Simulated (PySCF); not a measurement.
FH7OSi3, SMILES O[SiH2][Si@H](F)[SiH3]. The structure is a stationary point at PBE0-D3(BJ)/def2-SVP. The structure was generated by enumeration; whether it is a known compound was not checked. Other conformers were not sampled.

### Question
Give the equilibrium geometry at PBE0-D3(BJ)/def2-SVP (PySCF confirms it by a frequency run) as Cartesian coordinates in Å. (The exact figures need the calculation; the answer reports its results.)

### Answer
One answer among several that fit: 
```xyz
12

O     -0.4661     2.1668    -0.4913
Si    -1.2936     1.1121     0.5150
Si    -0.2835    -0.9311    -0.0442
F     -0.1823    -1.8738     1.2933
Si     1.8618    -0.4319    -0.8530
H     -0.6667     3.1049    -0.4211
H     -1.0688     1.4264     1.9630
H     -2.7709     1.1589     0.2695
H     -1.0676    -1.6922    -1.0658
H      2.5813     0.4503     0.1141
H      2.6595    -1.6808    -1.0553
H      1.7179     0.2732    -2.1623
```
Charge 0, spin multiplicity 1.
